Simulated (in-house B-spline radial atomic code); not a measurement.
Rb. Computed with a B-spline radial atomic code. Model: non-relativistic spherical atom: semilocal Troullier-Martins pseudo-atom, one channel per l, against all electrons, high spin, G0W0 and RPA with empty states to l = 8, local potential for every l without a channel, a model core (radius 0 = none) keeps its share of the functional.

Without relativity these are model numbers for so heavy an element.

What the tables leave out is listed at the end.

The pseudopotential gives back the lowest level of each angular momentum of its own functional in the configuration it was made in; a second state of the same l is only approximately right. Exact exchange, RPA and GW see the smooth pseudo-orbitals and miss the exchange with the core, for which the functional's share stands in. The column with an uncorrelated core keeps all orbitals and exact exchange, and so separates missing core correlation from pseudisation. Only the three outermost levels and the lowest empty one were computed. RPA here is direct RPA, with no exchange kernel, and its energies carry an (l + 1/2)⁻⁴ tail. A hybrid on a potential with a model core restores only its own semilocal share of the core's exchange.

Command:
```bash
python run_psgw.py task.json out
```
Settings (lengths in bohr, energies in hartree):
```
Z                      37
electrons              37
configuration          [Kr] 5s1
generated_in           [Kr] 5s1
functional             pbe,pbe
core_shells            5
radius_factor          1.3
core_correction        False
ion_configuration      [Ar] 3d10 4s2 4p6
```

Run time, properties included: 51 s on 1 thread of Intel(R) Xeon(R) Platinum 8488C (Sapphire Rapids), with other jobs on the host.

Given: made with PBE; model core radius 0 bohr; local radius 1.578 bohr; mean-field start PBE0.

Valence shells of the generating configuration: 3d, 4s, 4p, 5s.

Channel: s 1.674, p 1.886, d 1.524 (radii in bohr).

Computed: largest level miss in the spin-unpolarised generating configuration 0.031 eV; valence RPA correlation energy all-electron orbitals -1.1043 hartree; valence RPA correlation energy pseudo -1.1945 hartree; all-electron RPA polarisability, core included 156.33 bohr³; ionisation by mean-field pseudo minus all 0.046 eV; ionisation by RPA all-electron 4.4213 eV; ionisation by RPA pseudo minus all 0.041 eV.

```
          level  occupied  mean-field all-electron (eV)  mean-field pseudo minus all (eV)  G0W0 all-electron (eV)  G0W0 uncorrelated core minus all (eV)  G0W0 pseudo minus all (eV)  exchange self-energy all-electron (eV)  exchange self-energy pseudo (eV)
          5s up         1                       -2.8266                            -0.033                 -4.3496                                 -0.002                      -0.061                                 -5.4365                           -5.4444
5s down (empty)         0                       -1.0449                            -0.024                -0.40181                                 -0.002                      -0.027                                -0.85353                          -0.82159
```

Question: What is the pseudo-atom RPA polarisability?

Answer: 152.83 bohr³.

Question: What is the ionisation by mean-field all-electron?

Answer: 4.1387 eV.

Given: mean-field start Hartree-Fock.

Computed: valence RPA correlation energy all-electron orbitals -0.98236 hartree; valence RPA correlation energy pseudo -1.0979 hartree; pseudo-atom RPA polarisability 115.45 bohr³; ionisation by mean-field pseudo minus all 0.034 eV; ionisation by RPA all-electron 4.2123 eV; ionisation by RPA pseudo minus all 0.036 eV.

```
  level  occupied  mean-field all-electron (eV)  mean-field pseudo minus all (eV)  G0W0 all-electron (eV)  G0W0 uncorrelated core minus all (eV)  G0W0 pseudo minus all (eV)  exchange self-energy all-electron (eV)  exchange self-energy pseudo (eV)
  5s up         1                       -3.7582                            -0.033                 -4.2895                                 -0.001                      -0.018                                 -4.9959                           -4.9837
4p down         1                       -22.019                            -0.677                 -22.115                                 -0.032                      -0.141                                  -24.26                           -24.385
  4p up         1                        -22.06                            -0.682                 -22.153                                 -0.031                      -0.146                                 -24.219                           -24.362
```

Question: What is the all-electron RPA polarisability, core included?

Answer: 117.25 bohr³.

Question: What is the ionisation by mean-field all-electron?

Answer: 3.7453 eV.

Among the listed levels the largest G0W0 shift of the pseudo-atom is -0.15 eV, for 4p up on the Hartree-Fock start, while leaving the core uncorrelated moves that level by -0.03 eV. The rest, -0.11 eV, comes from pseudisation and the lost core exchange. Not in the tables (levels of low weight, unsolved or above zero; the highest and the empty levels are kept at any weight): on PBE, a start not tabulated, the G0W0 levels 5s up (pseudo minus all -0.07 eV, weights 0.59 and 0.60), 4p down (pseudo minus all -0.95 eV, weights 0.08 and 0.07), 4p up (pseudo minus all -0.09 eV, weights 0.08 and 0.12), 5s down (pseudo minus all -0.04 eV, weights 0.72 and 0.71); on PBE0 the G0W0 levels 4p down (pseudo minus all -0.63 eV, weights 0.09 and 0.04), 4p up (pseudo minus all -0.63 eV, weights 0.09 and 0.04).
